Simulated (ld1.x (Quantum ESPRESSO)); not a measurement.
## Tl: excitation energies, all-electron against TM semilocal

| Property | Result |
| --- | --- |
| Element | Tl |
| Generator | ld1.x (Quantum ESPRESSO) 7.5 |
| Type | norm-conserving Troullier–Martins (semilocal form) |
| Functional | PBE |
| Relativity | scalar-relativistic |
| Frozen core | [Xe] 4f14 5d10 |
| Valence charge | 3 |
| Reference configuration | 6s1 6p0 (charge +2) |
| Partial waves | 6s (bound): rc 1.85 bohr; 6d channel at 0.2 Ry: rc 2.45 bohr; 6p (bound, empty): rc 2.50 bohr |
| Local potential | the p channel |
| Core correction | Bessel-smoothed model core inside 1.75 bohr |

Energies are relative to the spin-unpolarised reference configuration 6s1 6p0; without spin polarisation the order of configurations can differ from experiment.

```json
{"valence configuration": "6s2 6p1", "charge": "0", "ΔE all-electron (eV)": "-25.947", "error AE − PS (meV)": "-311"}
{"valence configuration": "6s2 6p0", "charge": "+1", "ΔE all-electron (eV)": "-20.780", "error AE − PS (meV)": "-184"}
{"valence configuration": "6s2 6p0.5", "charge": "+0.5", "ΔE all-electron (eV)": "-24.093", "error AE − PS (meV)": "-257"}
{"valence configuration": "6s1 6p1", "charge": "+1", "ΔE all-electron (eV)": "-12.502", "error AE − PS (meV)": "-50"}
{"valence configuration": "6s2 6p1.3", "charge": "-0.3", "ΔE all-electron (eV)": "-26.440", "error AE − PS (meV)": "-328"}
{"valence configuration": "6s1 6p2", "charge": "0", "ΔE all-electron (eV)": "-18.544", "error AE − PS (meV)": "-127"}
{"valence configuration": "6s0 6p3", "charge": "0", "ΔE all-electron (eV)": "-10.736", "error AE − PS (meV)": "-48"}
```

Levels in the configuration 6s1 6p1:

| level | all-electron (eV) | pseudo (eV) |
| --- | --- | --- |
| 6s | -17.557 | -17.384 |
| 6p | -9.114 | -9.026 |
